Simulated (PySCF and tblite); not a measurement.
Results of a calculation; reference values are marked as such.
3 regioisomers of C7H7FO:

```csv
isomer,SMILES
A,[CH3:1][O:2][c:3]1[cH:4][cH:5][cH:6][c:7]([F:8])[cH:9]1
B,[CH3:1][O:2][c:3]1[cH:4][cH:5][cH:6][cH:7][c:8]1[F:9]
C,[CH3:1][O:2][c:3]1[cH:4][cH:5][c:6]([F:7])[cH:8][cH:9]1
```

Each isomer is a Boltzmann average at 298.15 K over at most 4 conformers: GFN2-xTB geometries, energies B3LYP/def2-SVP (IEF-PCM, dichloromethane) (D3(BJ) added where defined), GFN2-xTB thermal terms. Programs: PySCF with density fitting and tblite.

Equilibrium rotational constants and dipole components of each isomer's leading conformer, in random order:

```json
{"set": "P", "A (MHz)": "4960", "B (MHz)": "973", "C (MHz)": "818", "abs μa": "2.61", "abs μb": "1.24", "abs μc (D)": "0.00"}
{"set": "Q", "A (MHz)": "2542", "B (MHz)": "1563", "C (MHz)": "974", "abs μa": "0.56", "abs μb": "3.01", "abs μc (D)": "0.00"}
{"set": "R", "A (MHz)": "2851", "B (MHz)": "1279", "C (MHz)": "888", "abs μa": "1.64", "abs μb": "0.32", "abs μc (D)": "0.00"}
```

**Question.** Match sets and isomers.

**Answer.** P is C (Cs), Q is B (Cs), R is A (Cs).

The whole study took 3.1 min on 1 thread of Intel Xeon Platinum 8488C, on a host shared with other jobs (rough), peak memory 0.82 GiB, launched as `OMP_NUM_THREADS=1 python ens_run.py task.json out`.
